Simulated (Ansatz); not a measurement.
Basis-set extrapolation for CH$_{3}$BFNO (`FB1NCO1`) (PBE0-D4/def2-TZVP geometry, frozen core, the Gaussian-basis code of Ansatz). Multiplicity 1, RHF reference.

|  | def2-TZVPP | def2-QZVPP |
| --- | --- | --- |
| HF | -293.286024 | -293.299622 |
| MP2 correlation | -0.940233 | -1.014943 |
| CCSD(T) correlation | -0.991423 | not run |

Energies in hartree. Use E(X) = E(∞) + A·exp(−7.88·√X) for Hartree–Fock and E(X) = E(∞) + B·X^(−2.97) for correlation, with X = 3 and 4, and add CCSD(T) minus MP2 of the smaller set to the MP2 limit.

Question: What is the CCSD(T) energy at the basis-set limit?

Answer: HF limit: -293.299622 + (-0.013598) × 0.13774 = -293.30149. MP2 limit: -1.014943 + (-0.074710) × 0.74074 = -1.07028. Higher-order term: -0.991423 − (-0.940233) = -0.05119. Total: -294.42296 hartree, 382.0 kJ/mol below CCSD(T)/def2-TZVPP.
